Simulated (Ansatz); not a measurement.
One change: `O=CS[SiH2]O` becomes `CS[SiH2]O`.

Ansatz, PBE0-D4/def2-TZVP geometries, multiplicity 1. Each molecule was computed in one conformer, which needn't be the lowest.

| property | `O=CS[SiH2]O` |
| --- | --- |
| LUMO energy (ωB97M-V/def2-TZVPP) / eV | 0.76 |
| size of the dipole moment (PBE/def2-TZVPP) / D | 1.02 |
| size of the dipole moment (B3LYP/def2-TZVPP) / D | 1.19 |
| HOMO–LUMO gap (B3LYP/def2-TZVPP) / eV | 6.24 |
| LUMO energy (PBE0/def2-TZVPP) / eV | -1.45 |
| HOMO energy (PBE0/def2-TZVPP) / eV | -8.16 |

Question: What does the change do to each property? (An estimate is asked.)

Answer: Ansatz gave: 
```
                                        property  `CS[SiH2]O`  shift
           LUMO energy (ωB97M-V/def2-TZVPP) / eV         1.89   1.13
  size of the dipole moment (PBE/def2-TZVPP) / D         1.18   0.16
size of the dipole moment (B3LYP/def2-TZVPP) / D         1.11  -0.08
           HOMO–LUMO gap (B3LYP/def2-TZVPP) / eV         6.82   0.58
              LUMO energy (PBE0/def2-TZVPP) / eV         0.25   1.70
              HOMO energy (PBE0/def2-TZVPP) / eV        -7.08   1.08
```

With PBE0 the HOMO rises by 1.08 eV and the LUMO rises by 1.70 eV, so the gap widens by about 0.62 eV. PBE moves the HOMO by 0.82 eV and ωB97M-V by 1.01 eV. Dipoles are sizes alone; their direction can turn.

B3LYP here is the variant with VWN-RPA as its local correlation; programs differ in this.
